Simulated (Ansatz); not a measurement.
Geometry optimisation, RKS BHLYP/def2-SVP in Ansatz 0.2.0.

Input:

```yaml
crystal:
  periodic: [false, false, false]
  atoms:
    - { symbol: Ge, position_ang: [0.148657, -0.054712, -0.072979] }
    - { symbol: F, position_ang: [0.195503, -0.095275, 1.63991] }
    - { symbol: H, position_ang: [1.619988, -0.057772, -0.497833] }
    - { symbol: H, position_ang: [-0.529839, 1.260233, -0.463435] }
    - { symbol: C, position_ang: [-0.791544, -1.637231, -0.69975] }
    - { symbol: H, position_ang: [-1.16797, -2.182615, 0.165081] }
    - { symbol: H, position_ang: [-1.632066, -1.356984, -1.340882] }
    - { symbol: H, position_ang: [-0.12769, -2.302694, -1.257558] }
    - { symbol: H, position_ang: [-2.361221, 0.169901, 1.051467] }
    - { symbol: H, position_ang: [-1.910218, 0.21685, 1.604478] }
basis:
  gaussian: { orbitals: def2-SVP }
hamiltonian:
  xc: { name: BHLYP }
relax:
  f_tol: 0.03
  max_steps: 50
```

Command:

```bash
$ ansatz run input.yaml --threads 2 --pin off --max-ram 3072MiB --backend cpu --events-out ev --progress --plain --runs-dir out
```

Problem. Where does it end, and by what steps?

Solution. The run converged. The force dipped under the threshold on the way, but the program's further checks kept it going. After 33 steps the energy has fallen by 0.209 eV; H9 moved furthest, 1.88 Å.

```json
{"step": "0", "energy less start (eV)": "0.0000", "largest force component (eV/Å)": "1.202", "accepted": "yes"}
{"step": "2", "energy less start (eV)": "-0.1402", "largest force component (eV/Å)": "0.157", "accepted": "yes"}
{"step": "4", "energy less start (eV)": "-0.1545", "largest force component (eV/Å)": "0.136", "accepted": "yes"}
{"step": "6", "energy less start (eV)": "-0.1615", "largest force component (eV/Å)": "0.288", "accepted": "yes"}
{"step": "8", "energy less start (eV)": "-0.1672", "largest force component (eV/Å)": "0.256", "accepted": "yes"}
{"step": "10", "energy less start (eV)": "-0.1707", "largest force component (eV/Å)": "0.190", "accepted": "yes"}
{"step": "12", "energy less start (eV)": "-0.1744", "largest force component (eV/Å)": "0.142", "accepted": "yes"}
{"step": "14", "energy less start (eV)": "-0.1766", "largest force component (eV/Å)": "0.035", "accepted": "yes"}
{"step": "16", "energy less start (eV)": "-0.1746", "largest force component (eV/Å)": "0.379", "accepted": "no"}
{"step": "18", "energy less start (eV)": "-0.1822", "largest force component (eV/Å)": "0.122", "accepted": "yes"}
{"step": "20", "energy less start (eV)": "-0.1770", "largest force component (eV/Å)": "0.222", "accepted": "no"}
{"step": "22", "energy less start (eV)": "-0.1886", "largest force component (eV/Å)": "0.092", "accepted": "yes"}
{"step": "24", "energy less start (eV)": "-0.1965", "largest force component (eV/Å)": "0.193", "accepted": "yes"}
{"step": "26", "energy less start (eV)": "-0.2034", "largest force component (eV/Å)": "0.156", "accepted": "no"}
{"step": "28", "energy less start (eV)": "-0.2062", "largest force component (eV/Å)": "0.157", "accepted": "yes"}
{"step": "30", "energy less start (eV)": "-0.2085", "largest force component (eV/Å)": "0.034", "accepted": "yes"}
{"step": "32", "energy less start (eV)": "-0.2089", "largest force component (eV/Å)": "0.121", "accepted": "no"}
{"step": "33", "energy less start (eV)": "-0.2095", "largest force component (eV/Å)": "0.018", "accepted": "yes"}
```

```xyz
10
Properties=species:S:1:pos:R:3
Ge 0.204 -0.078 -0.404
F -0.234 0.055 1.280
H 1.733 -0.094 -0.428
H -0.359 1.175 -1.077
C -0.586 -1.720 -1.054
H -1.671 -1.690 -0.934
H -0.354 -1.859 -2.114
H -0.194 -2.573 -0.495
H -2.884 0.415 2.842
H -2.211 0.331 2.511
```

Whether the end is a true minimum wasn't checked by a vibrational analysis.

The run took 47 s on 2 threads of Intel(R) Xeon(R) Platinum 8559C (Emerald Rapids), on a shared host, peak memory 0.21 GiB.
